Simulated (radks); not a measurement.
Results of a calculation; reference values are marked as such.
Excited configurations of Tm IV: one electron is placed in a higher orbital outside [Xe] 4f11. The ground configuration is [Xe] 4f12. Level of theory: scalar-relativistic Kohn-Sham, PBE, spin-polarised, spherical densities, point nucleus; open shells are filled with parallel spins first (spin-orbit coupling, left out, can overturn this in heavy ions) (a radial shooting solver on a logarithmic mesh with Libxc functionals). Excitation = E - E(ground); binding = E(ion) - E, where the ion is the core of charge +4; n* = 4/sqrt(2 binding) in atomic units, and the quantum defect is n - n*.

outer orbital  excitation (eV)  binding (eV)     n*  quantum defect  eigenvalue (eV)  <r> (bohr)
5d                      11.967        32.956  2.570           2.430          -27.512       1.970
5f                      30.521        14.402  3.888           1.112          -12.105       4.170
6s                      14.366        30.557  2.669           3.331          -26.973       2.816
6p                      20.849        24.074  3.007           2.993          -21.193       3.335
7s                      28.590        16.333  3.651           3.349          -14.655       5.194
7p                      31.168        13.755  3.978           3.022          -12.280       5.947
7f                      38.207         6.716  5.693           1.307           -5.967       11.04

The Delta-SCF ionisation energy is 44.923 eV (NIST Atomic Spectra Database: 42.41 eV, semi-empirical). Self-interaction in the functional shifts the binding energies and quantum defects, so they are the method's values and not measured ones. Open shells are spherical and high-spin; term and fine-structure splittings are not resolved. Spin-orbit splitting is averaged out at the scalar-relativistic level.
